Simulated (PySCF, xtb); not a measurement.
C₃H₉Ge, SMILES C[C](C)[GeH3], multiplicity 2.

Harmonic wavenumbers (cm⁻¹) from GFN2-xTB run with xtb at its own minimum, in rising order: 53, 103, 105, 224, 239, 299, 477, 528, 534, 786, 832, 873, 947, 969, 979, 1002, 1213, 1241, 1390, 1402, 1457, 1467, 1471, 1485, 1920, 1997, 2058, 2907, 2911, 2952, 2957, 3009, 3011.

Question: What does PBE0-D3(BJ)/def2-SVP (PySCF) give at its own minimum? (The exact figures need the calculation; the answer reports its results.)

Answer: 43, 90, 113, 226, 257, 297, 532, 559, 586, 842, 875, 892, 927, 965, 965, 993, 1222, 1256, 1374, 1381, 1435, 1441, 1450, 1465, 2103, 2141, 2147, 2993, 2997, 3060, 3061, 3140, 3140. Paired by order, the mean absolute difference is 47 cm⁻¹ and the zero-point energies are 62.6 and 64.3 kcal/mol.
